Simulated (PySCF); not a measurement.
**SeS: script and output**

File input.py (PySCF 2.14):

```python
from pyscf import gto, scf
from pyscf.hessian import thermo

mol = gto.M(
    atom='Se 0 0 0; S 0 0 1.995',
    basis='sbkjc',
    ecp={'Se': 'sbkjc', 'S': 'sbkjc'},
    charge=0,
    spin=2,
    verbose=4,
)
mf = scf.UHF(mol)
mf = mf.density_fit(auxbasis='def2-universal-jkfit')
mf.kernel()
hess = mf.Hessian().kernel()
print('wavenumber (cm^-1) =', thermo.harmonic_analysis(mol, hess)['freq_wavenumber'].round(1))
mf.dip_moment()
print('orbital energies (hartree):', [e[max(0, n-3):n+3].round(4) for e, n in zip(mf.mo_energy, mol.nelec)])
```

```bash
$ OMP_NUM_THREADS=1 python input.py
```

Output (some set-up lines and the per-cycle HOMO/LUMO lines with their warnings removed):

```
PySCF version 2.14.0

[INPUT] verbose = 4
[INPUT] num. atoms = 2
[INPUT] num. electrons = 12
[INPUT] charge = 0
[INPUT] spin (= nelec alpha-beta = 2S) = 2
[INPUT] symmetry False subgroup None
[INPUT] Mole.unit = angstrom
[INPUT] Symbol           X                Y                Z      unit          X                Y                Z       unit  Magmom
[INPUT]  1 Se     0.000000000000   0.000000000000   0.000000000000 AA    0.000000000000   0.000000000000   0.000000000000 Bohr   0.0
[INPUT]  2 S      0.000000000000   0.000000000000   1.995000000000 AA    0.000000000000   0.000000000000   3.770003618507 Bohr   0.0

nuclear repulsion = 9.54906245269173
number of shells = 8
number of NR pGTOs = 36
number of NR cGTOs = 16
basis = sbkjc
ecp = {'Se': 'sbkjc', 'S': 'sbkjc'}

******** <class 'pyscf.df.df_jk.DFUHF'> ********
method = DFUHF
initial guess = minao
damping factor = 0
level_shift factor = 0
DIIS = <class 'pyscf.scf.diis.CDIIS'>
diis_start_cycle = 1
diis_space = 8
diis_damp = 0
SCF conv_tol = 1e-09
SCF conv_tol_grad = None
SCF max_cycles = 50
direct_scf = False
number electrons alpha = 7  beta = 5
Set gradient conv threshold to 3.16228e-05
******** <class 'pyscf.df.df.DF'> ********
auxbasis = def2-universal-jkfit
init E= -18.3096061913376

cycle= 1 E= -18.9894302820486  delta_E= -0.68  |g|= 0.183  |ddm|= 2.01
cycle= 2 E= -19.0227903954915  delta_E= -0.0334  |g|= 0.0781  |ddm|= 0.502
cycle= 3 E= -19.0278833045068  delta_E= -0.00509  |g|= 0.0263  |ddm|= 0.142
cycle= 4 E= -19.0288426767719  delta_E= -0.000959  |g|= 0.00942  |ddm|= 0.0639
cycle= 5 E= -19.0290282282183  delta_E= -0.000186  |g|= 0.00182  |ddm|= 0.0416
cycle= 6 E= -19.0290401159792  delta_E= -1.19e-05  |g|= 0.00121  |ddm|= 0.00807
cycle= 7 E= -19.0290491455872  delta_E= -9.03e-06  |g|= 0.00052  |ddm|= 0.00949
cycle= 8 E= -19.0290509217123  delta_E= -1.78e-06  |g|= 0.000131  |ddm|= 0.00543
cycle= 9 E= -19.02905099666  delta_E= -7.49e-08  |g|= 5.88e-05  |ddm|= 0.000963
cycle= 10 E= -19.0290510121906  delta_E= -1.55e-08  |g|= 1.06e-05  |ddm|= 0.000553
cycle= 11 E= -19.029051012578  delta_E= -3.87e-10  |g|= 2.8e-06  |ddm|= 7.72e-05
Extra cycle  E= -19.0290510125928  delta_E= -1.49e-11  |g|= 1.36e-06  |ddm|= 8.33e-06
converged SCF energy = -19.0290510125928  <S^2> = 2.020684  2S+1 = 3.0137578
wavenumber (cm^-1) = [712.3]
Dipole moment(X, Y, Z, Debye):  0.00000,  0.00000, -0.99867
orbital energies (hartree): [array([-0.5025, -0.3759, -0.3759,  0.0887,  0.2991,  0.2991]), array([-0.4644, -0.3897, -0.3897, -0.019 , -0.019 ,  0.1164])]
```

In short: E(SCF) = -19.029051 Eh, 11 cycles, ⟨S²⟩ = 2.021, μz(SCF) = -1.00 D, wavenumbers 712 cm⁻¹.

It ran on Arm Neoverse V1 (1 thread, shared host) in 2.7 s, peak memory 0.18 GiB.

The bond length is a typed value, not an optimised one, so the wavenumber is not that of the minimum. No search for the lowest solution was made.
